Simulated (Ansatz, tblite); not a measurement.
Removing and adding an electron: WS2(OH)2 (WS2O2H2). Charge 0, multiplicity 1. Geometry: r2SCAN-D4/def2-SVP. Ansatz, gas phase; energy differences of separate SCF runs; the oxidised species was run as a doublet alone; the reduced species was run as a doublet alone.

Cartesian coordinates in Å:
```
W -0.2815 0.0130 0.1017
S -0.8615 -0.1456 2.1587
S -2.0238 0.2789 -1.1175
O 0.6008 -1.5725 -0.3907
H 0.4449 -2.0558 -1.2150
O 0.8368 1.5066 -0.1282
H 1.2843 1.9753 0.5911
```

In the def2 sets W takes a core potential; there is no spin–orbit coupling. The xTB rows come from tblite.

| level | −HOMO (eV) | vertical IE (eV) | −LUMO (eV) | vertical EA (eV) | HOMO–LUMO gap (eV) | IE − EA (eV) | remarks |
| --- | --- | --- | --- | --- | --- | --- | --- |
| GFN1-xTB | 10.59 | 13.74 | 7.43 | 4.48 | 3.16 | 9.27 | – |
| GFN2-xTB | 10.59 | 13.54 | 8.37 | 5.87 | 2.22 | 7.67 | – |
| PBE-D4/def2-TZVP | 6.12 | 8.95 | 3.35 | – | 2.77 | – | – |
| PBE-D4/def2-TZVPD | 6.17 | – | 3.42 | 0.88 | 2.75 | – | HOMO above zero (-1 doublet) |
| r2SCAN-D4/def2-TZVP | 6.40 | 9.06 | 3.34 | – | 3.06 | – | – |
| r2SCAN-D4/def2-TZVPD | 6.42 | – | 3.38 | 0.93 | 3.05 | – | HOMO above zero (-1 doublet) |
| PBE0-D4/def2-TZVP | 7.23 | 9.11 | 2.70 | – | 4.54 | – | – |
| PBE0-D4/def2-TZVPD | 7.26 | – | 2.76 | 1.12 | 4.51 | – | HOMO above zero (-1 doublet) |

   A HOMO above zero means that the electron is unbound at that level or that self-interaction error raises the level; the energy of removing that electron tells which. Raw xTB energy differences between charge states are shifted by several eV; the methods need an empirical correction for them.
